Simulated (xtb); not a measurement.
C4H5 (SMILES C=C1[CH]C1), doublet, at a GFN2-xTB geometry; GFN2-xTB (xtb 6.7.1).

The xtb input:
```
$ xtb mol.xyz --gfn 2 --uhf 1 --etemp 1000 --json

# file mol.xyz
9

C     -0.00487805    -0.07714410     0.26394931
C      0.19855614    -0.71836459    -0.91636831
C     -0.06383047     0.73604089    -0.99191477
C     -0.10307189    -0.06938417     1.60220965
H      0.40079764    -1.59828163    -1.47223199
H      0.74883323     1.41662743    -1.23105220
H     -1.02322444     1.09027825    -1.35918325
H      0.02216024    -0.97349051     2.17299880
H     -0.30922107     0.83797828     2.14221335
```

Predict the main parts of the log of this xtb run.


```
   ID    Z sym.   atoms
    1    6 C      1-4
    2    1 H      5-9

           -------------------------------------------------
          |                Calculation Setup                |
           -------------------------------------------------

           -------------------------------------------------
          |                 G F N 2 - x T B                 |
           -------------------------------------------------

          ...................................................
          :                      SETUP                      :
          :.................................................:
          :  # basis functions                  21          :
          :  # atomic orbitals                  21          :
          :  # shells                           13          :
          :  # electrons                        21          :
          :  max. iterations                   250          :
          :  Hamiltonian                  GFN2-xTB          :
          :  restarted?                      false          :
          :  GBSA solvation                  false          :
          :  PC potential                    false          :
          :  electronic temp.         1000.0000000     K    :
          :  accuracy                    1.0000000          :
          :  -> integral cutoff          0.2500000E+02      :
          :  -> integral neglect         0.1000000E-07      :
          :  -> SCF convergence          0.1000000E-05 Eh   :
          :  -> wf. convergence          0.1000000E-03 e    :
          :  Broyden damping             0.4000000          :
          :  net charge                          0          :
          :  unpaired electrons                  1          :
          ...................................................

 iter      E             dE          RMSdq      gap      omega  full diag
   1    -11.1627568 -0.111628E+02  0.451E+00    4.68       0.0  T
   2    -11.1728056 -0.100488E-01  0.270E+00    4.49       1.0  T
   3    -11.1688207  0.398490E-02  0.925E-01    4.60       1.0  T
   4    -11.1726944 -0.387377E-02  0.453E-01    4.53       1.0  T
   5    -11.1739167 -0.122223E-02  0.166E-01    4.48       1.0  T
   6    -11.1741756 -0.258917E-03  0.403E-02    4.52       1.0  T
   7    -11.1741770 -0.141558E-05  0.188E-02    4.52       1.8  T
   8    -11.1741777 -0.641514E-06  0.220E-03    4.52      15.1  T
   9    -11.1741777 -0.604897E-08  0.936E-04    4.52      35.6  T
  10    -11.1741777 -0.310042E-08  0.173E-04    4.52     192.6  T

   *** convergence criteria satisfied after 10 iterations ***

         :::::::::::::::::::::::::::::::::::::::::::::::::::::
         ::                     SUMMARY                     ::
         :::::::::::::::::::::::::::::::::::::::::::::::::::::
         :: total energy             -10.959147372773 Eh    ::
         :: gradient norm              0.000073693967 Eh/a0 ::
         :: HOMO-LUMO gap              4.516950192970 eV    ::
         ::.................................................::
         :: SCC energy               -11.174176031718 Eh    ::
         :: -> isotropic ES            0.001767941511 Eh    ::
         :: -> anisotropic ES          0.001824817769 Eh    ::
         :: -> anisotropic XC          0.010236940517 Eh    ::
         :: -> dispersion             -0.003825530901 Eh    ::
         :: repulsion energy           0.215028658945 Eh    ::
         :: add. restraining           0.000000000000 Eh    ::
         :: total charge              -0.000000000000 e     ::
         :::::::::::::::::::::::::::::::::::::::::::::::::::::

           -------------------------------------------------
          |                Property Printout                |
           -------------------------------------------------

    * Orbital Energies and Occupations

         #    Occupation            Energy/Eh            Energy/eV
      -------------------------------------------------------------
         1        2.0000           -0.6453869             -17.5619
         2        2.0000           -0.5997681             -16.3205
         3        2.0000           -0.5623730             -15.3029
         4        2.0000           -0.5333361             -14.5128
         5        2.0000           -0.5028393             -13.6830
         6        2.0000           -0.4947641             -13.4632
         7        2.0000           -0.4885194             -13.2933
         8        2.0000           -0.4293205             -11.6824
         9        2.0000           -0.4119396             -11.2094
        10        2.0000           -0.4081065             -11.1051
        11        1.0000           -0.3227516              -8.7825 (HOMO)
        12                         -0.1567568              -4.2656 (LUMO)
        13                         -0.0296096              -0.8057
        14                          0.0805888               2.1929
        15                          0.1049651               2.8562
        16                          0.1881101               5.1187
        17                          0.2634084               7.1677
        18                          0.2668083               7.2602
        19                          0.3379496               9.1961
        20                          0.4925344              13.4025
        21                          0.8565397              23.3076
      -------------------------------------------------------------
                  HL-Gap            0.1659949 Eh            4.5170 eV
             Fermi-level           -0.3023843 Eh           -8.2283 eV

     #   Z          covCN         q      C6AA      α(0)
     1   6 C        2.938     0.025    27.444     8.592
     2   6 C        2.886    -0.051    29.261     8.868
     3   6 C        3.805    -0.066    21.760     6.641
     4   6 C        2.833    -0.104    30.604     9.065
     5   1 H        0.927     0.049     2.335     2.389
     6   1 H        0.925     0.031     2.570     2.507
     7   1 H        0.925     0.031     2.570     2.507
     8   1 H        0.926     0.041     2.429     2.437
     9   1 H        0.926     0.043     2.412     2.428

 Mol. C6AA /au·bohr⁶  :        821.542501
 Mol. C8AA /au·bohr⁸  :      19388.441850
 Mol. α(0) /au        :         45.435530

Wiberg/Mayer (AO) data.
largest (>0.10) Wiberg bond orders for each atom

 ---------------------------------------------------------------------------
     #   Z sym  total        # sym  WBO       # sym  WBO       # sym  WBO
 ---------------------------------------------------------------------------
     1   6 C    3.955 --     4 C    1.601     2 C    1.390     3 C    0.945
     2   6 C    3.639 --     1 C    1.390     3 C    1.003     5 H    0.968
                             4 C    0.223
     3   6 C    3.924 --     2 C    1.003     7 H    0.953     6 H    0.953
                             1 C    0.945
     4   6 C    3.841 --     1 C    1.601     9 H    0.973     8 H    0.970
                             2 C    0.223
     5   1 H    0.998 --     2 C    0.968
     6   1 H    0.998 --     3 C    0.953
     7   1 H    0.998 --     3 C    0.953
     8   1 H    0.998 --     4 C    0.970
     9   1 H    0.998 --     4 C    0.973
 ---------------------------------------------------------------------------

Topologies differ in total number of bonds
Writing topology from bond orders to xtbtopo.mol

molecular dipole:
                 x           y           z       tot (Debye)
 q only:        0.006      -0.021      -0.034
   full:        0.013      -0.030      -0.099       0.266
molecular quadrupole (traceless):
                xx          xy          yy          xz          yz          zz
 q only:       -0.616      -0.189       0.309      -0.098       0.156       0.307
  q+dip:       -2.083      -0.635       0.861      -0.416       0.904       1.223
   full:       -0.772      -0.278       0.487      -0.169       0.479       0.285

           -------------------------------------------------
          | TOTAL ENERGY              -10.959147372773 Eh   |
          | GRADIENT NORM               0.000073693967 Eh/α |
          | HOMO-LUMO GAP               4.516950192970 eV   |
           -------------------------------------------------

normal termination of xtb
```
